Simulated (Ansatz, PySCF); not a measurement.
Input for Ansatz (an electronic-structure program):
Ansatz 0.2 input:
```yaml
crystal:
  periodic: [false, false, false]
  atoms:
    - {symbol: C, position_ang: [1.94644984, 0.59799842, 0.28473261]}
    - {symbol: O, position_ang: [1.31633345, -0.63390703, -0.07185778]}
    - {symbol: B, position_ang: [0.00332445, -0.81834504, -0.20905919]}
    - {symbol: O, position_ang: [-0.87585325, 0.20696569, -0.01806442]}
    - {symbol: C, position_ang: [-2.27167056, 0.13785852, -0.11124569]}
    - {symbol: H, position_ang: [1.20515373, 1.38947060, 0.39223415]}
    - {symbol: H, position_ang: [2.47657843, 0.45150328, 1.22710755]}
    - {symbol: H, position_ang: [2.65933104, 0.85508520, -0.50002597]}
    - {symbol: H, position_ang: [-2.70255446, -0.03000945, 0.88069122]}
    - {symbol: H, position_ang: [-2.63289766, 1.09321993, -0.49828473]}
    - {symbol: H, position_ang: [-2.59475070, -0.66715519, -0.77797028]}
basis:
  gaussian:
    orbitals: STO-3G
hamiltonian:
  xc: b3lyp
magnetization: {spin_polarized: true, initial_magnetization: 1}
accuracy: high
```

Problem. Convert this to an input for PySCF.

Solution. This is not unique; one that fits is 
```python
from pyscf import gto, scf, dft

mol = gto.Mole()
mol.atom = '''
    C     1.94644984    0.59799842    0.28473261
    O     1.31633345   -0.63390703   -0.07185778
    B     0.00332445   -0.81834504   -0.20905919
    O    -0.87585325    0.20696569   -0.01806442
    C    -2.27167056    0.13785852   -0.11124569
    H     1.20515373    1.38947060    0.39223415
    H     2.47657843    0.45150328    1.22710755
    H     2.65933104    0.85508520   -0.50002597
    H    -2.70255446   -0.03000945    0.88069122
    H    -2.63289766    1.09321993   -0.49828473
    H    -2.59475070   -0.66715519   -0.77797028
'''
mol.basis = 'sto-3g'
mol.spin = 1
mol.verbose = 4
mol.build()

mf = dft.UKS(mol)
mf.xc = 'b3lyp'
mf.grids.atom_grid = (99, 590)
mf.grids.prune = None
mf.kernel()
```

Both were run: Ansatz gave -251.767725 Eh and PySCF -251.767725 Eh, 0.000 mEh apart.
